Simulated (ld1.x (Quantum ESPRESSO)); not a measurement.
## Sn, TM: configuration errors across variants

ld1.x (Quantum ESPRESSO) 7.5 input, shortened:

```
&input
   title='Sn', zed=50., rel=1, dft='PZ', iswitch=3,
   config='[Kr] 4d10 5s1.75 5p2.25'
 /
 &inputp
   pseudotype=2, tm=.true., lloc=0,
   nlcc=.true., new_core_ps=.true., rcore=0.80
 /
3
5P  2  1   2.25   0.00  1.90  1.90  0.0
4D  3  2  10.00   0.00  1.50  1.50  0.0
5S  1  0   1.75   0.00  1.70  1.70  0.0
 &test
   configts(1)='4d10 5s1.75 5p2.25'
 /
```

All-electron excitation energies from the reference (eV): (1) 4d10 5s2 5p2 -1.744; (2) 4d10 5s2 5p1 5.354; (3) 4d10 5s2 5p0 19.619; (4) 4d10 5s2 5p2.3 -2.643; (5) 4d10 5s0 5p4 12.657; (6) 4d10 5s2 5p1.5 0.972; (7) 4d10 5s0 5p0 92.628; (8) 4d10 5s1.75 5p2.25 spin -0.752; (9) 4d10 5s2 5p2 spin -2.219.

Spin tests fill each open shell by Hund’s rule, majority spin first.

Tests that are not counted but printed errors over 1 eV. “wave 5p (bound): rc 1.90 bohr becomes 5p (bound): rc 1.24 bohr”: 4d10 5s2 5p2.3 (pseudo-atom not self-consistent, printed error -271 eV); 4d10 5s0 5p4 (solver errors, printed error -1850 eV).

A true bound ghost makes a file unfit for plane-wave use even where its test errors are small: the radial tests pick states by their node count and pass the ghost by.

Errors AE − PS in meV (a dash: test not solved or not reliable):

| change | (1) | (2) | (3) | (4) | (5) | (6) | (7) | (8) | (9) | bound ghosts |
| --- | --- | --- | --- | --- | --- | --- | --- | --- | --- | --- |
| base | +0.1 | -1.3 | -5.0 | +0.5 | -3.1 | -0.6 | -73 | +1.7 | +1.1 | none |
| wave 5p (bound): rc 1.90 bohr becomes 5p (bound): rc 1.24 bohr | – | – | -106 | – | – | -10 | -154 | – | – | not determined |
| wave 5p (bound): rc 1.90 bohr becomes 5p (bound): rc 1.42 bohr | -0.6 | -7.9 | -29 | 0.0 | -50 | -2.9 | -79 | +3.9 | +2.8 | p |
| wave 5p (bound): rc 1.90 bohr becomes 5p (bound): rc 1.86 bohr | +0.1 | -1.2 | -4.3 | +0.5 | -2.8 | -0.5 | -72 | +1.2 | +0.8 | none |
| wave 5p (bound): rc 1.90 bohr becomes 5p (bound): rc 2.16 bohr | 0.0 | -2.0 | -7.0 | +0.4 | -6.9 | -0.9 | -68 | +4.3 | +2.5 | none |
| wave 5p (bound): rc 1.90 bohr becomes 5p (bound): rc 2.34 bohr | -0.1 | -2.1 | -7.1 | +0.3 | -8.1 | -1.0 | -66 | +4.9 | +2.7 | none |
| wave 5p (bound): rc 1.90 bohr becomes 5p (bound): rc 2.54 bohr | -0.1 | -2.0 | -7.6 | +0.3 | -6.3 | -0.9 | -71 | +4.0 | +2.2 | none |
| wave 5p (bound): rc 1.90 bohr becomes 5p (bound): rc 2.84 bohr | 0.0 | -2.1 | -11 | +0.4 | +0.5 | -0.8 | -93 | +0.7 | +0.2 | none |

(1) Give the same row for: wave 5p (bound): rc 1.90 bohr becomes 5p (bound): rc 1.74 bohr.

Answers

(1) +0.1, -0.9, -2.8, +0.5, -3.3, -0.4, -70, +0.1, +0.3; bound ghosts: p.
